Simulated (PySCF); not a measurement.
CH3FZn. Atoms are numbered in the order given.

```xyz
6

Zn     0.0000     0.0000    -0.0534
F      0.0000     0.0000    -1.8080
C      0.0000     0.0000     1.8597
H      0.8862     0.5116     2.2387
H      0.0000    -1.0233     2.2387
H     -0.8862     0.5116     2.2387
```

Coordinates come from a PBE0-D3(BJ)/def2-TZVP optimisation.

Method: HF/def2-TZVPD in PySCF.

Symmetry labels are those of the subgroup Cs that the program uses (full group C3v).

List the valence orbital energies around the gap with their symmetry. (An estimate is asked for; the answer gives what the named calculation found.)


| orbital | symmetry | energy (eV) |
|---|---|---|
| HOMO−7 | A" | -22.42 |
| HOMO−6 | A' | -22.05 |
| HOMO−5 | A' | -15.55 |
| HOMO−4 | A' | -15.20 |
| HOMO−3 | A" | -15.20 |
| HOMO−2 | A' | -14.84 |
| HOMO−1 | A" | -14.84 |
| HOMO | A' | -11.40 |
| LUMO | A' | 1.05 |
| LUMO+1 | A" | 1.05 |
| LUMO+2 | A' | 1.28 |
| LUMO+3 | A' | 1.51 |
